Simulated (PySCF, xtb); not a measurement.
OY, SMILES [Y]=[O] (connectivity only; charge and spin as stated), neutral, multiplicity 2.

Harmonic wavenumbers (cm⁻¹) from GFN2-xTB in xtb at its own minimum, in rising order: 428.

Task: What does PBE-D3(BJ)/def2-TZVPD (PySCF) give at its own minimum? (The exact figures need the calculation; the answer reports its results.)

Result: 852. Paired by order, the mean absolute difference is 423 cm⁻¹ and the zero-point energies are 0.6 and 1.2 kcal/mol.
